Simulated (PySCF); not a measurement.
# Bond length, frequency and bond energy of Fe2 by level of theory

State: nonet, unpaired electrons σ ↑↑↑, π ↑, δ ↑↑↑↑. Set-up: PySCF, no relativity, basis sets Fe def2-TZVPP. De refers to Fe (3d6 4s2) + Fe (3d6 4s2) in their high-spin ground configurations, without counterpoise correction. The functionals are run spin-unrestricted.

```
       Level  Re (Å)  ωe (cm⁻¹)  De (eV)
        ROHF   2.443        226      n/a
    ROHF-MP2   2.450        240      n/a
ROHF-SCS-MP2   2.461        240      n/a
         PBE   2.449        230      n/a
        PW91   2.443        231      n/a
        BP86   2.443        231      n/a
      r²SCAN   2.432        240      n/a
       TPSSh   2.442        236      n/a
        PBE0   2.449        237      n/a
   BHandHLYP   2.458        240      n/a
     ωB97M-V   2.421        250      n/a
```

The bond length runs from 2.421 Å (ωB97M-V) to 2.461 Å (ROHF-SCS-MP2).

Correlated steps freeze 10 core orbitals. De is left out where the level can put another filling of the metal’s s and d shells below the measured ground configuration, by anything from nothing to about 1 eV. Counting both spins, an empty level lies below a filled one in some of these solutions, because spin and occupation are held. UHF is strongly spin-contaminated for Fe2, so the ROHF reference used there is far from stable. With d or f electrons several states lie close, and the lowest PBE0 determinant need not be the measured ground state.
